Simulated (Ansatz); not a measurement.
**Question.** Name a neutral molecule of Au, C, N, O and H with HOMO energy (PBE0/def2-TZVPP) between -5.90 and -5.60 eV and vertical ionisation energy (CCSD(T)/def2-TZVPP) between 7.70 and 8.00 eV (Ansatz, PBE0-D4/def2-TZVP geometry).

**Answer.** `CC#[N+][Au-][O]C` (-5.77 eV, 7.76 eV). Other molecules can fit too; these were computed, each in one conformer that needn't be the lowest.
